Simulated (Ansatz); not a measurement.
`[SiH3][CH2][InH2]` + `C[SiH2]BO` → `C[SiH2]BO[SiH3]` + `[CH3][InH2]`  (ligand exchange at the Si–C bond)

Gas-phase electronic energies from Ansatz, PBE0-D4/def2-TZVP geometries. CCSD(T)/CBS adds triple-zeta CCSD(T) − MP2 to the extrapolated MP2 energy (def2 sets, frozen cores). DFT in def2-TZVPP. B3LYP here is the variant with VWN-RPA as its local correlation; programs differ in this. Elements past krypton have def2 core potentials. For In outer-core shells are correlated without core-valence functions, which leaves a few kJ/mol of doubt a bond. One conformer a species, not always the lowest.

```tsv
level	ΔE (kcal/mol)	difference from CCSD(T)/CBS
r2SCAN-D4	-15.9	0.0
PBE0-D4	-14.4	1.5
B3LYP-D4	-17.5	-1.6
ωB97M-V	-16.2	-0.3
B2PLYP	-17.8	-1.9
PBE	-14.0	1.9
r2SCAN	-15.9	0.0
B3LYP	-18.2	-2.3
HF/def2-TZVPP	-21.7	-5.8
MP2/def2-TZVPP	-16.2	-0.3
CCSD/def2-TZVPP	-17.0	-1.1
MP2/def2-QZVPP	-16.1	-0.2
SCS-MP2/def2-QZVPP	-17.4	-1.5
HF/CBS(def2)	-22.1	-6.2
MP2/CBS(def2)	-15.9	0.0
CCSD/CBS(def2)	-16.6	-0.7
CCSD(T)/CBS	-15.9	0
```

Largest T1 diagnostic among the species: 0.013.

In def2-TZVPP, CCSD(T) changes the Hartree–Fock value by +5.5 kcal/mol (the triples alone add +0.7 kcal/mol) and MP2 by +5.5 kcal/mol. From PBE to PBE0 (25 % exact exchange), in def2-TZVPP and without D4, ΔE moves by −0.8 kcal/mol.
